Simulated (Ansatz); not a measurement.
Reaction (substitution at a C–O bond): `C[O][Sn][F]` + `OC(F)F` → `COC(F)F` + `[OH][Sn][F]`

Isolated molecules relaxed with PBE0-D4/def2-TZVP in Ansatz; ΔE leaves out vibrations. CCSD(T)/CBS is the MP2 limit (def2-TZVPP, def2-QZVPP) plus CCSD(T) − MP2 in def2-TZVPP, frozen cores. Functionals use def2-TZVPP. B3LYP here is the variant with VWN-RPA as its local correlation; programs differ in this. HSE06 is defined as in plane-wave codes. def2 core potentials past Kr. For Sn outer-core shells are correlated without core-valence functions, which leaves a few kJ/mol of doubt a bond. One conformer a species, not always the lowest.

| level | ΔE (kJ/mol) | difference from CCSD(T)/CBS |
| --- | --- | --- |
| PBE-D4 | 9.5 | 4.1 |
| revPBE-D4 | 9.4 | 4.0 |
| r2SCAN-D4 | 6.2 | 0.8 |
| PBE0-D4 | 8.3 | 2.9 |
| B3LYP-D4 | 9.9 | 4.5 |
| HSE06-D4 | 8.3 | 2.9 |
| ωB97X-V | 6.4 | 1.0 |
| revPBE | 8.4 | 3.0 |
| PBE0 | 7.4 | 2.0 |
| r2SCAN0 | 5.9 | 0.5 |
| CAM-B3LYP | 7.2 | 1.8 |
| LC-ωPBE | 7.0 | 1.6 |
| MP2/def2-SVP | 20.0 | 14.6 |
| SCS-MP2/def2-TZVPP | 6.4 | 1.0 |
| MP2/def2-QZVPP | 5.9 | 0.5 |
| CCSD/CBS(def2) | 5.1 | -0.3 |
| CCSD(T)/CBS | 5.4 | 0 |

Question: What do rigid-rotor, harmonic-oscillator terms from PBE0-D4/def2-TZVP frequencies (298.15 K, 1 bar) make of the CCSD(T)/CBS value? (Best estimate.)

Answer: The calculation gave: ΔZPE = -0.9 kJ/mol, ΔH = +4.0 kJ/mol, ΔS = -5 J/(mol·K), ΔG = +5.6 kJ/mol.

Largest T1 diagnostic among the species: 0.018.

At CCSD(T), def2-SVP lies +14.2 kJ/mol from the extrapolated value and def2-TZVPP +0.7 kJ/mol. Leaving LDA and LC-ωPBE aside and taking each functional with its dispersion term where it has one, the values, not all of them listed here, spread over 4.9 kJ/mol, from r2SCAN0-D4 to BLYP-D4.
